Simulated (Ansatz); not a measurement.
NbSeCl3. Total charge 0; singlet. Geometry PBE0-D4/def2-SVP; atoms count from 1.

Cartesian coordinates in Å:
```
Nb 0.007 -0.016 -0.020
Se -0.612 1.368 1.645
Cl 0.053 -2.132 0.801
Cl 2.067 0.615 -0.734
Cl -1.516 0.165 -1.693
```

In the def2 sets Nb takes a core potential; there is no spin–orbit coupling. The restricted singlet is unstable towards broken spin symmetry in Hartree–Fock (as tested in another run); at PBE0-D4/def2-TZVP this wasn't settled.

Q: Estimate the Mulliken populations from the PBE0/def2-TZVP orbitals of Ansatz.

A: 
| atom | charge (e) | d electrons |
| --- | --- | --- |
| Nb1 | 1.19 | 3.10 |
| Se2 | -0.26 | – |
| Cl3 | -0.31 | – |
| Cl4 | -0.31 | – |
| Cl5 | -0.31 | – |
Mulliken values and Mayer orders depend strongly on the basis.

Q: And the Mayer bond orders between bonded heavy atoms (over 0.3)?

A: Nb1–Se2 2.26 (2.25 Å); Nb1–Cl3 1.08 (2.27 Å); Nb1–Cl4 1.08 (2.27 Å); Nb1–Cl5 1.08 (2.27 Å).
